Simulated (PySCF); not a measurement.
Molecule: 3-cyanothiophene (SMILES N#Cc1ccsc1).

Bonds (- single, = double, # triple, : aromatic): N1#C2, C2-C3, C3:C4, C4:C5, C5:S6, S6:C7, C7:C3. C4 carries H8; C5 carries H9; C7 carries H10.

Frames of a GFN2-xTB Langevin trajectory at 200 K; GIAO PBE0/pcSseg-1 shieldings in PySCF 2.14.0 with density-fitted response routines, gas phase, non-relativistic; equivalent atoms averaged within each frame.

δ = σ(ref) − σ, references computed at the same level: 15N (σ = 267.73 ppm) vs NH3; 13C (σ = 186.93 ppm) and 1H (σ = 31.72 ppm) vs TMS; 33S (σ = 503.73 ppm) vs CS2. The references are static minima.

Q: How do the shifts (ppm) fluctuate along the trajectory?

A: 
```
         time (fs)     N1     C7     C5     C4     C2     C3   S6   H10    H8    H9
optimised geometry  317.1  145.5  135.3  135.6  119.7  116.5  242  7.78  7.47  7.27
               250  317.5  149.4  133.8  130.2  119.8  119.4  227  8.29  7.36  6.78
               425  324.0  146.7  137.9  130.5  121.7  118.5  265  7.82  7.00  7.57
               625  325.0  160.4  134.5  137.5  118.6  125.3  277  7.62  7.53  7.34
               800  321.5  144.6  137.0  132.8  121.1  111.7  269  7.85  7.47  7.43
              1000  322.8  152.9  135.7  132.3  122.1  120.1  269  8.58  7.46  6.94
    mean of frames  322.2  150.8  135.8  132.7  120.7  119.0  261  8.03  7.37  7.21
standard deviation    2.9    6.2    1.7    2.9    1.5    4.9   20  0.39  0.21  0.34
```

5 frames give an uncertainty of the mean of about the standard deviation over 2.2 at best, since frames this close in time may not be independent; classical motion lacks zero-point vibration, and the reference would need the same averaging.
